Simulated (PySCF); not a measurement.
## Radial density of Tl⁵⁵⁺ (thallium, charge +55)

PW91, [Ar] 3d8, high-spin 3F determinant. Calculation: PySCF 2.14, in an even-tempered Gaussian basis (17 s from 14 bohr⁻², ratio 2.5; 13 p from 18 bohr⁻², ratio 2.5; 7 d from 18 bohr⁻², ratio 2.5; 4 f from 73 bohr⁻², ratio 2.7; 3 g from 110 bohr⁻², ratio 2.7); scalar relativity by spin-free X2C-1e.

```csv
r (bohr),4πr²ρ (e/bohr),4πr²(ρα − ρβ)
0.0144,107.8,0.0075
0.0242,99.81,0.1183
0.0407,139.6,1.0756
0.0684,124.6,5.7609
0.115,104.9,13.5361
0.194,82.44,8.4443
0.326,6.011,0.5961
0.548,0.02005,0.0023
```

Densities and radii are taken from the X2C orbitals without a picture-change correction, which distorts them close to the nucleus.

Spin-orbit coupling is strong in this species (close to jj coupling), so the high-spin LS determinant is a model state, not a physical level.
